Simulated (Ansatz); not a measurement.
FH₃SeSi₂ (`F[SiH]1[SiH2][Se]1`), relaxed with RKS PBE-D4/def2-SVP in Ansatz from a rough embedded geometry. The force threshold is 0.03 eV/Å; the program also tests the step.

The species carries charge 0 and has multiplicity 1.

Start:

```xyz
7

F    -1.354    0.710   -1.768
Si   -1.048    0.314   -0.131
Si    0.946   -0.504    0.138
Se    0.662    1.640    0.766
H    -2.101   -0.073    0.808
H     1.118   -1.436    1.295
H     1.778   -0.652   -1.108
```

Task: How much energy does the relaxation release, and in how many steps? (An estimate is asked.)

Result: Ansatz gave: 45.62 kJ/mol, in 5 steps.

Task: Which bonds change most? (An estimate is asked.)

Result: Computed: Si2–Si3 from 2.172 to 2.271 Å; Si3–Se4 from 2.251 to 2.346 Å; F1–Si2 from 1.712 to 1.641 Å; Si2–Se4 from 2.343 to 2.284 Å.

Task: Give the relaxed structure. (Best estimate.)

Result: Computed: 
```xyz
7

F    -1.577    0.755   -1.658
Si   -1.050    0.339   -0.160
Si    1.004   -0.584    0.133
Se    0.589    1.638    0.759
H    -2.269    0.097    0.671
H     1.343   -1.507    1.268
H     1.961   -0.738   -1.014
```
